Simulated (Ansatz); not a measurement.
Input for Ansatz (a program for electronic structure): R-revPBE/def2-TZVPP on CH5BO2 (SMILES COBO).

Ansatz 0.2 input:
```yaml
crystal:
  periodic: [false, false, false]
  atoms:
    - {symbol: C, position_ang: [1.24939178, -0.20722929, 0.43543552]}
    - {symbol: O, position_ang: [0.42173881, 0.83757228, -0.07628750]}
    - {symbol: B, position_ang: [-0.86528219, 0.60605638, -0.41538782]}
    - {symbol: O, position_ang: [-1.39536448, -0.64714986, -0.27001751]}
    - {symbol: H, position_ang: [0.83771457, -0.61230910, 1.36134895]}
    - {symbol: H, position_ang: [1.34573888, -1.01793057, -0.28867431]}
    - {symbol: H, position_ang: [2.22924514, 0.22395367, 0.63113586]}
    - {symbol: H, position_ang: [-1.50740556, 1.52020000, -0.83803769]}
    - {symbol: H, position_ang: [-2.31577695, -0.70316350, -0.53951548]}
basis:
  gaussian:
    orbitals: def2-TZVPP
hamiltonian:
  xc: {name: revPBE}
scf: {lower_state_search: off}
```

The head of its log:

```
WARN ansatz: RAYON_NUM_THREADS=1 ignored (pool sized by the plan → 1); use --threads N
Functional definition: revPBE
these checks for a lower state are left out or cut short: stability, starts, cluster_reference, orbital_swaps, neighbouring_geometries, increment
integrals: 0.08 GiB planned
946 factors; their error is unknown
mean field: 0.71 GiB planned
mean field evaluation 1: about -5881.6441 eV, gradient 7.5e1 eV
mean field evaluation 2: about -5854.8828 eV, gradient 1.4e2 eV
```

Q: What total energy does the run end on?

A: -216.5191 hartree.
